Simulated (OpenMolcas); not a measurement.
Mn2+.

```
Program             : OpenMolcas
Basis               : ANO-RCC-VTZP [6s5p3d2f1g]
Scalar Hamiltonian  : DKH2, point nucleus
Active space        : 5 electrons in 5 orbitals (3d)
State averaging     : 2S+1 = 6 even, 1 root; 2S+1 = 4 even, 24 roots kept (CI in the orbitals of an earlier block); 2S+1 = 2 even, 75 roots kept (CI in the orbitals of an earlier block)
Spin-orbit coupling : RASSI with atomic mean-field integrals over the reference wave functions, term energies averaged over their components
```

Two sets of levels on these reference wave functions, in cm⁻¹ above 3d⁵ ⁶S_5/2: one from CASSCF and one from MS-CASPT2, IPEA 0.25 Eh, imaginary shift 0.1 Eh (closed shells correlated: 3s 3p).

| Level | Set 1 | Set 2 |
| --- | --- | --- |
| 3d⁵ ⁶S_5/2 | 0.0 | 0.0 |
| 3d⁵ ⁴G_5/2 | 28700 | 32370 |
| 3d⁵ ⁴G_7/2 | 28720 | 32380 |
| 3d⁵ ⁴G_11/2 | 28730 | 32390 |
| 3d⁵ ⁴G_9/2 | 28730 | 32390 |
| 3d⁵ ⁴P_5/2 | 31390 | 37290 |
| 3d⁵ ⁴P_3/2 | 31430 | 37330 |
| 3d⁵ ⁴P_1/2 | 31480 | 37380 |
| 3d⁵ ⁴D_7/2 | 34290 | 40320 |
| 3d⁵ ⁴D_1/2 | 34340 | 40370 |
| 3d⁵ ⁴D_3/2 | 34370 | 40400 |
| 3d⁵ ⁴D_5/2 | 34380 | 40410 |
| 3d⁵ ²I_11/2 | 42160 | 46120 |
| 3d⁵ ²I_13/2 | 42210 | 46150 |
| 3d⁵ ²D_5/2(1) [74 %] | 44440 | 52040 |
| 3d⁵ ²D_3/2(1) | 44750 | 52440 |

Which set is which?

Set 1 is MS-CASPT2. Its levels of the other terms of 3d⁵ lie at 0.84 to 0.91 of the other set's values, as expected, since terms of lower spin or lower L gain more correlation energy than the Hund ground term. Against 10 measured levels (Corliss and Sugar, J. Phys. Chem. Ref. Data 6, 1253 (1977)) the mean absolute deviation is 2400 cm-1 with it and 7900 cm-1 without; single levels miss by up to 3200 cm-1 with it.

Term energies are means over components that CASPT2 splits; among the terms shown or strongly mixed into the levels shown the widest spread is 300 cm-1 (3d⁵ ⁴G, MS-CASPT2). Terms from blocks run as CI alone lack orbitals of their own. Without dynamic correlation excited terms often stand tens of per cent too high (terms of higher spin than the ground term too low), and those without a measured partner can miss by more than the paired ones (holds for CASSCF). Blocks of more than 70 roots (2S+1 = 2 even) ran without multistate coupling (holds for MS-CASPT2). Measured partners are found by configuration, term and J. A level has none where our copy of the source lacks it or the pairing is in doubt (some pairs that miss far off the trend of their configuration count as doubtful), and it then counts in no deviation. Levels of configurations outside the active space are missing. The table leaves out levels that lie high or whose names do not pair safely across all columns.

A share in square brackets marks a mixed level and gives the weight of the term that names it, the lowest over the columns. A number in round brackets counts repeated terms of one configuration in the order of the reference energies.
